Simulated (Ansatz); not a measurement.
Reaction (redistribution): `C[O][In]([OH])[SH]` + `B[SiH](N)F` → `C[O][In]([NH2])[SH]` + `B[SiH](O)F`

Calculated with Ansatz (gas phase, PBE0-D4/def2-TZVP geometries, no zero-point term in ΔE). CBS: MP2 limit from def2 TZ/QZ plus the TZ coupled-cluster correction, frozen cores. def2 core potentials past Kr. For In outer-core shells are correlated without core-valence functions, which leaves a few kJ/mol of doubt a bond. One conformer a species, not always the lowest.

`C[O][In]([OH])[SH]`:

Z-matrix (Å, degrees):
```
C
O 1 1.409
H 1 1.095 2 108.5
H 1 1.097 2 113.5 3 119.8
H 1 1.097 2 111.3 3 -118.5
In 2 1.970 1 121.7 3 -151.3
S 6 2.362 2 119.9 1 -176.1
O 6 1.978 2 113.7 1 5.0
H 7 1.345 6 91.9 2 0.9
H 8 0.960 6 113.4 2 178.3
```

`B[SiH](N)F`:

```xyz
9

B     0.585   -1.073   -1.062
Si   -0.603   -0.168    0.276
N     0.248    1.203    0.821
F    -1.993    0.160   -0.474
H     0.933   -2.214   -0.977
H     1.013   -0.443   -1.987
H    -0.988   -0.918    1.497
H     0.076    1.632    1.715
H     0.729    1.822    0.190
```

`C[O][In]([NH2])[SH]`:

Cartesian coordinates in Å:
```
C -0.027 1.037 1.728
O 0.788 0.473 0.740
In 0.034 -0.468 -0.835
N 1.369 -1.054 -2.216
S -2.333 -0.600 -0.996
H 0.612 1.492 2.492
H -0.663 0.296 2.234
H -0.684 1.829 1.339
H 2.303 -1.209 -1.863
H 1.101 -1.835 -2.797
H -2.500 0.039 0.175
```

`B[SiH](O)F`:

```xyz
8

B    -0.848    0.836   -0.695
Si    0.579   -0.450   -0.081
O     0.178   -1.142    1.350
F     1.912    0.434    0.066
H    -1.322    0.822   -1.792
H    -1.262    1.662    0.067
H     0.913   -1.589   -0.963
H    -0.151   -0.573    2.048
```

```
             level  ΔE (kJ/mol)
SCS-MP2/def2-QZVPP        -21.2
      HF/CBS(def2)        -22.5
```

Question: What does CCSD(T)/CBS give? (Best estimate.)

Answer: The calculation gave: -20.8 kJ/mol. The listed levels differ from it by -0.4, -1.7 kJ/mol.

Largest T1 diagnostic among the species: 0.016.

From PBE to PBE0 (25 % exact exchange), in def2-TZVPP and without D4, ΔE moves by −4.3 kJ/mol.
